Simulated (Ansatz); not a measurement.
The cluster KCl2⁻ was relaxed with PBE0-D4 (def2-TZVPD) in Ansatz in these states: charge -1 quintet, charge -1 singlet, charge -1 triplet. The geometries follow in no particular order.

A:

Cartesian coordinates in Å:
```
K -0.631 -0.137 -1.103
Cl 0.168 2.545 0.329
Cl 0.463 -2.408 0.775
```

B:

```xyz
3

K    -0.0003    0.0002    0.0002
Cl   -0.1323   -3.3120    2.3560
Cl    0.1325    3.3119   -2.3562
```

C:

```xyz
3

K     0.0005    0.0015   -0.0013
Cl    2.7464   -0.2982    0.7797
Cl   -2.7469    0.2967   -0.7784
```

Problem. Judge from the bond lengths which geometry belongs to which state (an estimate).

Solution. A is the charge -1 triplet (K1–Cl2 3.144 Å, K1–Cl3 3.144 Å); B is the charge -1 quintet (K1–Cl2 4.067 Å, K1–Cl3 4.067 Å); C is the charge -1 singlet (K1–Cl2 2.870 Å, K1–Cl3 2.870 Å).

At PBE0-D4/def2-TZVPD the highest occupied level of the charge -1 triplet lies above zero (up to 0.54 eV). It is a level of α spin, whose loss leaves a doublet; that state wasn't run at this geometry and level. The electron is either unbound and held by the finite basis, or the level is raised by self-interaction error. At PBE0-D4/def2-TZVPD the highest occupied level of the charge -1 quintet lies above zero (up to 0.89 eV). It is a level of α spin, whose loss leaves a quartet; that state wasn't run at this geometry and level. The electron is either unbound and held by the finite basis, or the level is raised by self-interaction error. At PBE0-D4/def2-TZVPD a singlet lies 4.33 eV below the charge -1 triplet. At PBE0-D4/def2-TZVPD a singlet lies 9.70 eV below the charge -1 quintet. These are the stationary points nearest to one start from a short search; other shapes may lie lower in each state.
